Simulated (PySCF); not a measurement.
Zn(Et) (C2H5Zn), SMILES C[CH2][Zn+], charge +1. Geometry optimised at PBE0-D3(BJ)/def2-SVP. The spin state was assumed, not searched. The isomer is the one that the SMILES or the coordinates give; other isomers of the formula were not compared.

Computed equilibrium geometry at PBE0-D3(BJ)/def2-SVP (PySCF confirms it by a frequency run) as Cartesian coordinates in Å, and its point group:
point group Cs.
```xyz
8

Zn    -0.0787     0.9024     0.0000
C      0.6702    -0.9824     0.0000
C     -0.3907    -2.0396     0.0000
H      1.2936    -0.9354     0.9065
H      1.2936    -0.9354    -0.9065
H     -1.0227    -2.0298    -0.8983
H     -1.0227    -2.0298     0.8983
H      0.1434    -3.0107     0.0000
```
Charge +1, spin multiplicity 1.
